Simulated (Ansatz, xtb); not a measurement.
## Relative energy of two isomers of C4H2F6

Structure I is `FC(F)(F)/C=C\C(F)(F)F`, a singlet and structure II is `C=C(C(F)(F)F)C(F)(F)F`, a singlet. Both are isolated molecules in the gas phase, relaxed with r2SCAN-D4/def2-SVP.

Question: Estimate E(II) − E(I) at the level CCSD(T)/def2-SVP + ΔMP2/def2-TZVPP.

Answer: Calculated at CCSD(T)/def2-SVP + ΔMP2/def2-TZVPP: E(II) − E(I) = −9.3 kJ/mol, so structure II lies lower.

Level by level:

```csv
level,geometry,E(II) − E(I) (kJ/mol),departure from the last row (kJ/mol),"job, with rough time for the two"
GFN2-xTB,GFN2-xTB,−1.9,+7.3,"optimisation, 0.61 s"
HF/STO-3G,GFN2-xTB,−5.3,+4.0,"single point, 3.2 s"
r2SCAN-D4/def2-SVP//GFN2-xTB,GFN2-xTB,−14.4,−5.2,"single point, 16 s"
r2SCAN-D4/def2-SVP,r2SCAN-D4/def2-SVP,−14.6,−5.3,"optimisation, 1.9 min"
HF/def2-SVP,r2SCAN-D4/def2-SVP,−13.9,−4.6,part of the CCSD(T) run
MP2/def2-SVP,r2SCAN-D4/def2-SVP,−15.0,−5.8,part of the CCSD(T) run
CCSD(T)/def2-SVP,r2SCAN-D4/def2-SVP,−14.6,−5.4,single point
CCSD(T)/def2-SVP + ΔMP2/def2-TZVPP,r2SCAN-D4/def2-SVP,−9.3,,"single point, 13 min"
```

As drawn, both hold the same kinds of bond in the same numbers.

GFN2-xTB finds them nearly level. The largest departure from CCSD(T)/def2-SVP + ΔMP2/def2-TZVPP is that of GFN2-xTB, 7.3 kJ/mol. A small imaginary or near-zero mode remains, so no thermal terms are given. The last row adds to CCSD(T) the change of the MP2 difference between the two basis sets, here +5.4 kJ/mol.

The correlated steps freeze 10 core orbitals. Codes used: Ansatz 0.2.0, xtb 6.7.1; the last row on 2 threads of AMD EPYC (Zen 3) on a shared host.
